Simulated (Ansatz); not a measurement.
Molecule: sum formula BNH$_{5}$, net charge 1, singlet state. It need not be the lowest isomer of its formula. 
Coordinates optimised at B3LYP-D3(BJ)/def2-TZVP (Ansatz, a quantum-chemistry and plane-wave program):
```xyz
7

B     -0.9073     0.0420     0.1466
N      0.6244    -0.0274    -0.0870
H     -1.4665    -0.9934     0.1368
H     -1.3564     1.1212     0.2798
H      1.1357     0.7814     0.2790
H      1.0510    -0.8833     0.2824
H      0.8017    -0.0441    -1.1023
```
Charge +1, spin multiplicity 1.

Wanted: vertical electron affinity (to the doublet state of charge +0; a negative value means that the extra electron is unbound and the number depends on the basis; each state is the SCF solution reached for its spin), in eV. Correlated levels leave the core frozen unless marked. Open shells are spin-unrestricted. Spin-orbit coupling is left out. Non-relativistic. CBS marks a two-point X^-3 extrapolation of the correlation energy; Hartree-Fock from the larger set. The bracket is a focal-point correction in the basis named.

RI-MP2/CBS(aug-cc-pVTZ,aug-cc-pVQZ)+[CCSD(T)-MP2]/aug-cc-pVTZ (Ansatz) gives 5.45 eV.

**Question.** Another calculation gave 5.38 eV. Which level was it?
A) wB97M-V/def2-TZVPD (Ansatz)
B) B3LYP/def2-TZVPD (Ansatz)
C) PBE/def2-TZVPD (Ansatz)

**Answer.** A, wB97M-V/def2-TZVPD (Ansatz). The others give 5.68 (PBE), 5.55 (B3LYP) eV.
